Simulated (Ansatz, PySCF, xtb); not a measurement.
Energy difference 2 R1 + R2 → 2 P1 + P2, each structure at its B3LYP-D3(BJ)/def2-TZVP stationary point, reached from a drawn start (curvature not checked).
P1, CH4 (SMILES C) (charge 0, multiplicity 1):
```xyz
5

C      0.00000     0.00000     0.00000
H      0.62892     0.62892     0.62892
H     -0.62892    -0.62892     0.62892
H      0.62892    -0.62892    -0.62892
H     -0.62892     0.62892    -0.62892
```
R1, H2 (SMILES [H][H]) (charge 0, multiplicity 1):
```xyz
2

H      0.00000     0.00000     0.37199
H      0.00000     0.00000    -0.37199
```
P2, SiH4 (SMILES [SiH4]) (charge 0, multiplicity 1):
```xyz
5

Si     0.00000     0.00000     0.00000
H      0.85468     0.85468     0.85468
H     -0.85468    -0.85468     0.85468
H     -0.85468     0.85468    -0.85468
H      0.85468    -0.85468    -0.85468
```
R2, C2H8Si (SMILES C[SiH2]C) (charge 0, multiplicity 1):
```xyz
11

Si     0.0489    -0.5542    -0.4759
C      1.4680     0.5921    -0.0347
C     -1.5118    -0.0961     0.4607
H      0.4257    -1.9560    -0.1569
H     -0.2106    -0.4829    -1.9375
H      1.2225     1.6280    -0.2787
H      2.3752     0.3249    -0.5799
H      1.6913     0.5426     1.0333
H     -2.3366    -0.7633     0.2034
H     -1.8208     0.9251     0.2272
H     -1.3520    -0.1603     1.5392
```

```csv
level,reaction energy (kcal/mol),"minus CCSD(T)/CBS(cc-pV(T+d)Z, cc-pV(Q+d)Z)"
GFN1-xTB,-55.04,-42.42
GFN2-xTB,-46.75,-34.13
HF/cc-pV(D+d)Z,-26.17,-13.54
HF/cc-pV(Q+d)Z,-22.92,-10.29
SVWN5/def2-TZVPP,-11.91,0.71
PBE/def2-TZVPP,-14.06,-1.44
PBE-D4/def2-TZVPP,-12.04,0.58
BLYP/def2-TZVPP,-17.64,-5.02
BLYP-D3(BJ)/def2-TZVPP,-13.55,-0.93
BLYP-D4/def2-TZVPP,-13.43,-0.81
revPBE-D3(BJ)/def2-TZVPP,-11.06,1.56
revPBE-D4/def2-TZVPP,-10.36,2.27
r2SCAN/def2-TZVPP,-12.81,-0.19
B3LYP-D3(BJ)/def2-TZVPP,-14.41,-1.79
B3LYP-D4/def2-TZVPP,-14.59,-1.97
PBE0/def2-TZVPP,-14.95,-2.33
PBE0-D4/def2-TZVPP,-13.20,-0.58
BHLYP/def2-TZVPP,-18.94,-6.32
BHLYP-D3(BJ)/def2-TZVPP,-16.09,-3.47
BHLYP-D4/def2-TZVPP,-16.32,-3.70
CAM-B3LYP/def2-TZVPP,-17.44,-4.81
CAM-B3LYP-D3(BJ)/def2-TZVPP,-15.70,-3.08
wB97X-V/def2-TZVPP,-14.00,-1.38
wB97M-V/def2-TZVPP,-12.98,-0.35
B2PLYP/def2-TZVPP,-15.83,-3.21
B2PLYP-D3(BJ)/def2-TZVPP,-14.10,-1.48
B2PLYP-D4/def2-TZVPP,-14.41,-1.78
MP2/cc-pV(D+d)Z,-16.05,-3.43
MP2/cc-pV(Q+d)Z,-10.97,1.65
"MP2/CBS(cc-pV(T+d)Z, cc-pV(Q+d)Z)",-10.43,2.19
SCS-MP2/cc-pV(D+d)Z,-18.61,-5.99
SCS-MP2/cc-pV(T+d)Z,-14.42,-1.80
SCS-MP2/cc-pV(Q+d)Z,-13.64,-1.01
CCSD/cc-pV(D+d)Z,-20.09,-7.46
CCSD/cc-pV(T+d)Z,-15.78,-3.16
CCSD/cc-pV(Q+d)Z,-14.99,-2.37
CCSD(T)/cc-pV(D+d)Z,-18.94,-6.32
CCSD(T)/cc-pV(T+d)Z,-14.15,-1.53
CCSD(T)/cc-pV(Q+d)Z,-13.24,-0.62
"CCSD(T)/CBS(cc-pV(T+d)Z, cc-pV(Q+d)Z)",-12.62,0.00
```

 The comparison column counts from a level with limits of its own.

P less R. No zero-point or thermal terms.

Cores are frozen in the correlated methods. CBS: X⁻³ extrapolation of the correlation energy, Hartree–Fock from the larger set.

Programs: Ansatz (a program for electronic structure); PySCF for the D3/D4 terms; xtb for the GFN methods. All values are computed, each at the level named.
